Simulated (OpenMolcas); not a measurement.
Co3+ (d6) among equal point charges was computed by CASSCF with the d shell active (OpenMolcas, ANO-RCC-VDZP on the metal). Its lowest spin-free states, and all those of the highest spin:

```tsv
2S+1	Degeneracy	E (cm-1)
5	1	0.0
5	2	624.4
5	1	7606
5	1	8793
3	1	22078
3	2	22285
3	2	25037
3	1	25213
3	1	27330
3	2	27369
1	1	29438
3	1	29785
```

Task: Is the site octahedral, tetrahedral or cube-like, axial, or of lower symmetry?

Result: The states with 2S+1 = 5 have orbital degeneracies 1, 2, 1, 1. There are pairs but no triples, so the site is axial: not cubic, but with a proper or improper axis of order three or more. The run had Co3+ among 6 point charges of -2 e arranged as a tetragonal octahedron (D4h), 1.72 Å from the ion, with the axial distance 1.686 Å. The active orbitals were held to one l.

Without dynamic correlation the repulsion within the d shell is too large (B by tens of per cent), so at a given field states of lower spin stand too high. Point charges give a weaker field than real ligands, and real ions of this kind are often low spin; the high spin found here belongs to the model. Point charges carry no covalency, so the field is a model and not that of real ligands. No measured value stands beside these numbers.
